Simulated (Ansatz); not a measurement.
Isolated molecules relaxed with PBE0-D4/def2-TZVP in Ansatz; ΔE leaves out vibrations. CCSD(T)/CBS is the MP2 limit (def2-TZVPP, def2-QZVPP) plus CCSD(T) − MP2 in def2-TZVPP, frozen cores. This one scheme is used for every species. Functionals use def2-TZVPP. B3LYP here is the variant with VWN-RPA as its local correlation; programs differ in this. Each species was taken in one conformer, which may not be the lowest.

Reaction (substitution at a C–N bond): `CNB(C)Cl` + `[SiH3]SS` → `CSS[SiH3]` + `CB(N)Cl`

| level | ΔE (kcal/mol) | difference from CCSD(T)/CBS |
| --- | --- | --- |
| B97M-V | -9.4 | -0.5 |
| B3LYP-D4 | -8.6 | 0.3 |
| CAM-B3LYP-D4 | -8.0 | 0.9 |
| ωB97M-V | -8.8 | 0.1 |
| r2SCANh | -9.4 | -0.5 |
| CAM-B3LYP | -7.7 | 1.2 |
| LC-ωPBE | -8.4 | 0.5 |
| CCSD(T)/def2-TZVPP | -8.1 | 0.8 |
| MP2/def2-QZVPP | -9.8 | -0.9 |
| CCSD/CBS(def2) | -8.5 | 0.4 |
| CCSD(T)/CBS | -8.9 | 0 |

Largest T1 diagnostic among the species: 0.012.

At CCSD(T), def2-SVP lies +4.1 kcal/mol from the extrapolated value and def2-TZVPP +0.8 kcal/mol. Leaving LDA and LC-ωPBE aside and taking each functional with its dispersion term where it has one, the values, not all of them listed here, spread over 1.6 kcal/mol, from r2SCAN-D4 to CAM-B3LYP-D4. LDA lies +1.0 kcal/mol from PBE without D4.
